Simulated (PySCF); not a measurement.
## TcB at PBE0

Level: PBE0. Tc def2-TZVPP with ECP28, B def2-TZVPP; scalar-relativistic core potentials (PySCF 2.14).

```
state                                           : ⁵Σ⁻ (quintet), unpaired electrons σ ↑↑, δ ↑↑, a second solution, started from another occupation
bond length                                     : 1.818 Å
harmonic wavenumber                             : 813 cm⁻¹
force constant                                  : 3.86 mdyn/Å
rotational constant Be                          : 0.5146 cm⁻¹
anharmonicity ωexe                              : 4.48 cm⁻¹
vibration–rotation constant αe                  : 0.00378 cm⁻¹
bond order (Mayer)                              : 2.32
dipole moment (positive dipole means Tc(−)B(+)) : -1.90 D
```

De is left out where the level can put another filling of the metal’s s and d shells below the measured ground configuration, by anything from nothing to about 1 eV. These are scalar-relativistic numbers at best; spin–orbit coupling would shift them, the dissociation energy most.
